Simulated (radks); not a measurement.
Ionisation ladder of bismuth, from Bi I to Bi XXII. Each ion is in the ground configuration listed by NIST, and IE = E(next ion) - E(this ion). All-electron calculation, non-relativistic Kohn-Sham, TPSS, spin-polarised, spherical densities, point nucleus; open shells are filled with parallel spins first (spin-orbit coupling, left out, can overturn this in heavy ions); meta-GGA in the generalised Kohn-Sham scheme; relativity is left out, which matters for an element this heavy. Program: a radial shooting solver on a logarithmic mesh with Libxc functionals.

| species | configuration | IE, Delta-SCF (eV) | -e(HOMO) (eV) | HOMO |
|---|---|---|---|---|
| Bi I | [Hg] 6p3 | 8.702 | 5.423 | 6p up |
| Bi II | [Hg] 6p2 | 15.697 | 12.103 | 6p up |
| Bi III | [Hg] 6p1 | 23.106 | 19.360 | 6p up |
| Bi IV | [Hg] | 39.704 | 35.235 | 6s |
| Bi V | [Xe] 4f14 5d10 6s1 | 50.196 | 45.507 | 6s up |
| Bi VI | [Xe] 4f14 5d10 | 90.866 | 82.276 | 5d |
| Bi VII | [Xe] 4f14 5d9 | 108.46 | 99.564 | 5d down |
| Bi VIII | [Xe] 4f14 5d8 | 126.63 | 117.46 | 5d down |
| Bi IX | [Xe] 4f14 5d7 | 145.31 | 135.89 | 5d down |
| Bi X | [Xe] 4f14 5d6 | ? | 154.79 | 5d down |
| Bi XI | [Xe] 4f14 5d5 | ? | 179.84 | 5d up |
| Bi XII | [Xe] 4f14 5d4 | 210.69 | 200.29 | 5d up |
| Bi XIII | [Xe] 4f14 5d3 | 231.76 | 221.16 | 5d up |
| Bi XIV | [Xe] 4f14 5d2 | 253.18 | 242.41 | 5d up |
| Bi XV | [Xe] 4f14 5d1 | ? | 264.00 | 5d up |
| Bi XVI | [Xe] 4f14 | 367.48 | 355.50 | 5p |
| Bi XVII | [Kr] 4d10 4f14 5s2 5p5 | 391.45 | 379.47 | 5p down |
| Bi XVIII | [Kr] 4d10 4f14 5s2 5p4 | ? | 403.41 | 5p down |
| Bi XIX | [Kr] 4d10 4f14 5s2 5p3 | 446.53 | 434.01 | 5p up |
| Bi XX | [Kr] 4d10 4f14 5s2 5p2 | 471.55 | 459.05 | 5p up |
| Bi XXI | [Kr] 4d10 4f14 5s2 5p1 | 496.34 | 484.02 | 5p up |
| Bi XXII | [Kr] 4d10 4f14 5s2 | 673.79 | 551.05 | 5s |

Estimate the withheld Delta-SCF values.

Answer. Bi X: 164.42 eV (NIST 161); Bi XI: 190.03 eV (NIST 183); Bi XV: 274.92 eV (NIST 273); Bi XVIII: 415.25 eV (NIST 436).
